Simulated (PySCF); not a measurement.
Species: C6H9N (charge +1 and doublet state).
Cartesian coordinates in Å at the GFN2-xTB level; atoms count from 1:
```xyz
16
C6H9N angstrom
C      3.013   -0.209    1.097
C      1.796   -0.021    0.392
C      0.775    0.177   -0.240
C     -0.433    0.369   -0.965
C     -1.607   -0.275   -0.149
C     -2.042    0.510    1.024
N     -2.114   -1.343   -0.487
H      3.330   -1.252    1.044
H      2.915    0.114    2.134
H      3.798    0.397    0.633
H     -0.375   -0.093   -1.952
H     -0.678    1.431   -1.051
H     -2.691   -0.091    1.657
H     -1.186    0.866    1.594
H     -2.603    1.382    0.686
H     -1.904   -1.951   -1.262
```

The hyperfine couplings belong to this conformer and change with its torsions.

The species is `[H]/N=C(/C)C[C]=[C+]C` [radical] (charge +1).

Theory: UKS B3LYP, pcH-1 on C H N, non-relativistic, mean-field spin-orbit, GIAO in PySCF 2.14.0. One conformer (not necessarily the lowest) at the GFN2-xTB geometry, without solvent, vibrations or thermal averaging. Couplings are sensitive to structure, and on GFN2-xTB geometries they can be far from those on DFT ones, by a factor of two or more for some ions and for spin on atoms past the first row. No stability test was run, so a lower SCF solution isn't excluded.

(1) What is the g tensor, term by term?

(2) At 34.094 GHz, how far is the centre of the isotropic spectrum from where a free electron (g = 2.002319) resonates?

(3) What are the electron Larmor frequencies g μB B/h along the three axes at 3350 mT?

(4) What effective moment and Curie constant follow for a powder?

(5) In a frozen sample, at which fields do the three g values resonate at 9.5, 34, 94 and 263 GHz (hyperfine left aside), and which band first spreads them over more than twice a line width of 1.0 mT?

Answers

(1) 
```csv
Δg (ppm),1,2,3
relativistic mass correction,-195,-195,-195
gauge correction,5,25,-10
orbital Zeeman/spin–orbit,-28,645,4827
total,-219,475,4622
```

So g = 2.00210, 2.00279, 2.00694 and g_iso = 2.00395; the tensor is close to axial: the two nearest values differ by 14 % of g3 − g1. Axes: g2 points within 8° of the N7–H16 bond and g3 points within 7° of the C2–C3 bond.

(2) B = hν/(g μB) with μB/h = 13.99624 MHz/mT gives 1216.56 mT for the free electron and 1215.57 mT at g_iso, 0.99 mT lower.

(3) 93.8733, 93.9059, 94.1003 GHz for g1, g2 and g3, a range of 227.0 MHz.

(4) With the mean of g² = 4.0158 and S(S+1) = 0.75: μ_eff = √(⟨g²⟩S(S+1)) = 1.735 μB and χT = 0.12505·⟨g²⟩·S(S+1) = 0.377 cm³ K/mol (cgs; spin-Hamiltonian part alone).

(5) 
```
band    GHz  B(g3) mT  B(g2) mT  B(g1) mT  spread mT
   X    9.5    338.20    338.90    339.02       0.82
   Q   34.0   1210.41   1212.92   1213.34       2.93
   W   94.0   3346.43   3353.36   3354.52       8.09
   J  263.0   9362.88   9382.27   9385.52      22.64
```

The spread grows in proportion to the frequency. Q band is the first where it exceeds 2.0 mT.

Largest spin populations (Mulliken): N7 (+0.51), C2 (+0.24), C3 (+0.09) and C4 (+0.09).

The HOMO–LUMO gaps are 6.48 eV among the α and 1.99 eV among the β orbitals.

Time: 57 s of wall time (with the writing of density and orbital grids); peak memory 0.96 GiB. Hardware: one thread of an Arm Neoverse V1, no GPU, shared host.

The SMILES draws the unpaired electron on C3; the largest computed Mulliken spin population is on N7 (0.51 against 0.09).
